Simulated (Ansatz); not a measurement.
Calculated with Ansatz (gas phase, PBE0-D4/def2-TZVP geometries, no zero-point term in ΔE). CCSD(T)/CBS is the MP2 limit (def2-TZVPP, def2-QZVPP) plus CCSD(T) − MP2 in def2-TZVPP, frozen cores. This one scheme is used for every species. Functionals use def2-TZVPP. For Br outer-core shells are correlated without core-valence functions, which leaves a few kJ/mol of doubt a bond. Scalar relativity is left out up to krypton. Each species was taken in one conformer, which may not be the lowest.

Reaction (ligand exchange at the Al–Cl bond): `[Cl][Al]([Br])[Br]` + H₂S → `[SH][Al]([Br])[Br]` + HCl

`[Cl][Al]([Br])[Br]`:

Z-matrix (Å, degrees):
```
Al
Cl 1 2.072
Br 1 2.227 2 119.8
Br 1 2.227 2 119.8 3 180.0
```

H₂S:

Cartesian coordinates in Å:
```
S -0.594 0.154 -0.087
H 0.140 -0.925 -0.394
H 0.453 0.771 0.481
```

`[SH][Al]([Br])[Br]`:

```xyz
5

S     1.367   -0.127   -1.086
Al   -0.402    0.289    0.082
Br   -1.658    2.054   -0.466
Br   -0.976   -1.013    1.810
H     1.670   -1.204   -0.339
```

HCl:

Cartesian coordinates in Å:
```
Cl 0.171 -0.550 -0.277
H -0.171 0.550 0.277
```

Problem. Is it downhill or uphill in electronic energy at CCSD(T)/CBS, and by how much? (Best estimate.)

Solution. Computed: Uphill: ΔE = +0.43 eV.

Problem. What do these levels give: r2SCAN-D4, B97M-V, B2PLYP, PBE-QIDH, CAM-B3LYP, CCSD/def2-TZVPP? (Best estimate.)

Solution. Computed: r2SCAN-D4 0.42, B97M-V 0.45, B2PLYP 0.45, PBE-QIDH 0.42, CAM-B3LYP 0.47, CCSD/def2-TZVPP 0.44 eV.

Largest T1 diagnostic among the species: 0.009.

Leaving LDA and LC-ωPBE aside and taking each functional with its dispersion term where it has one, the values, not all of them listed here, spread over 0.10 eV, from PBE-D4 to BHLYP-D4. From BLYP to BHLYP (50 % exact exchange), in def2-TZVPP and without D4, ΔE moves by +0.04 eV.
